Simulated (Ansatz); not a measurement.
`[F][Al]([SH])[SH]` → Al• + F• + 2 H• + 2 S•  (atomization)

Isolated molecules relaxed with PBE0-D4/def2-TZVP in Ansatz; ΔE leaves out vibrations. CCSD(T)/CBS is the MP2 limit (def2-TZVPP, def2-QZVPP) plus CCSD(T) − MP2 in def2-TZVPP, frozen cores. This one scheme is used for every species, atoms too. Functionals use def2-TZVPP. B3LYP here is the variant with VWN-RPA as its local correlation; programs differ in this. Open shells (•) are unrestricted, without spin–orbit coupling. Spin–orbit coupling would lower the free atoms: a little for Al, F, S. Each species was taken in one conformer, which may not be the lowest.

Q: What is ΔE at CCSD(T)/CBS? (Best estimate.)

A: Ansatz gave: +20.90 eV.

Q: What do these levels give: r2SCAN-D4, r2SCAN0-D4, BHLYP-D4, B3LYP, HF/def2-SVP, CCSD/def2-SVP? (Best estimate.)

A: Computed: r2SCAN-D4 20.95, r2SCAN0-D4 20.49, BHLYP-D4 19.90, B3LYP 20.24, HF/def2-SVP 14.84, CCSD/def2-SVP 18.83 eV.

Largest T1 diagnostic among the species: 0.018.

From PBE to PBE0 (25 % exact exchange), in def2-TZVPP and without D4, ΔE moves by −0.37 eV: exact exchange takes away binding that semilocal exchange gives to molecules. The D4 term adds +0.24 eV with B3LYP and +0.13 eV with PBE0; it sums over pairs of atoms, weighted by their polarisabilities, and B3LYP, whose exchange is more repulsive, gets the larger term. Leaving LDA and LC-ωPBE aside and taking each functional with its dispersion term where it has one, the values, not all of them listed here, spread over 1.20 eV, from BHLYP-D4 to B97M-V. LDA lies +2.82 eV from PBE without D4, its usual overbinding.

For atomizations the MP2-based limit and the directly extrapolated one differ by several kJ/mol either way, and by 10 to 25 for some Ge, Se and Sn compounds, so smaller differences from it don't rank the levels.
